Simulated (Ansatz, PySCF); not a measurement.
Gas-phase reaction in SMILES: CN (CH5N) + [H][H] (H2) -> C (CH4) + N (NH3)
Geometries: B3LYP-D3(BJ)/def2-TZVP minima from Ansatz (a quantum-chemistry and plane-wave program).
Geometry of the first species:
SMILES: CN
```xyz
7

C      0.0542     0.7048     0.0003
N      0.0439    -0.7575     0.0005
H     -0.9369     1.1793    -0.0070
H     -0.4495    -1.1127     0.8106
H     -0.4377    -1.1131    -0.8166
H      0.5892     1.0603     0.8824
H      0.6020     1.0600    -0.8741
```
Charge 0, spin multiplicity 1.

Property: energy of full hydrogenation (enthalpy at 298 K, with B3LYP-D3(BJ) rigid-rotor harmonic-oscillator terms from PySCF), in kcal/mol. Cores are frozen in the correlated levels unless marked. Spin-orbit coupling is left out. No relativistic terms. Basis-set limits of correlation are two-point, X^-3; Hartree-Fock from the larger set. [CCSD(T)-MP2]/basis is that difference in the basis named.

From measured enthalpies of formation at 298 K: -23.7 kcal/mol (CN (CH5N) -5.0, ATcT 1.112; [H][H] (H2) 0.0, ATcT 1.112; C (CH4) -17.8, ATcT 1.112; N (NH3) -10.9, ATcT 1.112). It holds spin-orbit effects, which the calculations lack, and core correlation, which the frozen-core levels lack.

| level | program | energy of full hydrogenation (kcal/mol) | error against measurement |
|---|---|---|---|
| HF/aug-cc-pVDZ | Ansatz | -25.4 | -1.7 |
| MP2/def2-SVP | Ansatz | -22.3 | 1.4 |
| SCS-MP2/cc-pVTZ | Ansatz | -23.2 | 0.5 |
| CCSD/6-31G | Ansatz | -21.4 | 2.3 |
| CCSD(T)/6-31G* | Ansatz | -18.9 | 4.8 |
| CCSD(T)/def2-SVPD | Ansatz | -23.6 | 0.1 |
| RI-MP2/CBS(aug-cc-pVTZ,aug-cc-pVQZ)+[CCSD(T)-MP2]/aug-cc-pVTZ | Ansatz | -23.5 | 0.2 |
